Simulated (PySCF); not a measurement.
C₅H₁₁OS (doublet state).
Geometry (GFN2-xTB, Å), atoms numbered from 1 in this order:
```xyz
18
C5H11OS angstrom
C      2.7663   -0.0417   -0.8907
O      1.7614    0.0589    0.0811
C      0.9165   -1.0178    0.1806
C     -0.2242   -0.8830    1.1115
C     -1.5053   -0.3195    0.4485
C     -1.2955    1.1119   -0.0069
S     -2.7387    1.7716   -0.9130
H      3.3210    0.8947   -0.8642
H      3.4448   -0.8746   -0.6739
H      2.3415   -0.1864   -1.8911
H      0.8777   -1.7018   -0.6538
H      0.0683   -0.2192    1.9266
H     -0.4688   -1.8647    1.5252
H     -1.7754   -0.9413   -0.4075
H     -2.3250   -0.3620    1.1705
H     -0.4693    1.1796   -0.7126
H     -1.0926    1.7733    0.8354
H     -3.6114    1.6284    0.0826
```

The hyperfine couplings belong to this conformer and change with its torsions.

The species is `O([CH]CCCS)C` [radical].

Method used: PySCF 2.14.0, UKS B3LYP, pcH-1 on C H O S, non-relativistic, mean-field spin-orbit, GIAO. One conformer (not necessarily the lowest) at the GFN2-xTB geometry, without solvent, vibrations or thermal averaging. A GFN2-xTB geometry isn't a minimum of the functional, and hyperfine couplings can be far from their values at a DFT geometry. The SCF solution wasn't tested for stability.

The Mulliken spin populations are largest on C3 (+0.90), O2 (+0.11) and C4 (-0.07). C3 is the only atom above +0.15. The angles at C3 add up to 355.4°, so it is nearly planar; its axial dipolar tensor and the negative coupling of its proton fit spin in a p orbital normal to that plane.

How do the β-proton couplings of this frozen conformer go with θ, the angle between the C–H bond and the normal to the plane of the spin centre's three neighbours, both seen down the bond from centre to carbon?

```tsv
β H	on	centre	θ (°)	cos²θ	a (G)
H12	C4	C3	70	0.11	+4.40
H13	C4	C3	48	0.45	+16.21
```

Couplings in gauss use g_iso = 2.0031.
